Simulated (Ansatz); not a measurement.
Mulliken charges of AlH3Se3, SMILES `[SeH][Al]([SeH])[SeH]` from PBE/def2-TZVPP in Ansatz (PBE0-D4/def2-TZVP geometry).

| atom | x (Å) | y (Å) | z (Å) | charge (e) |
| --- | --- | --- | --- | --- |
| Se1 | -2.267 | 0.522 | 0.350 | -0.167 |
| Al2 | -0.015 | -0.005 | 0.376 | 0.334 |
| Se3 | 0.978 | -0.228 | 2.452 | -0.173 |
| Se4 | 1.265 | -0.315 | -1.528 | -0.166 |
| H5 | -2.302 | 0.494 | -1.119 | 0.055 |
| H6 | 2.280 | -0.510 | 1.830 | 0.062 |
| H7 | 0.123 | -0.025 | -2.406 | 0.055 |

Task: By hand: the dipole of these point charges (1 e Å = 4.8032 D).

Result: Σ q r = (0.016, -0.003, -0.184) e Å, of length 0.185 e Å = 0.89 D.

Task: How does the dipole of the full density compare? (Best estimate.)

Result: Ansatz gave: (0.004, 0.000, -0.212) e Å, 1.02 D; the point charges give 0.87 times that, at 4° from its direction.

Point charges leave out the atoms' own dipoles, such as those of lone pairs, and Mulliken's split depends on the basis, so the close match here is no proof of good charges.
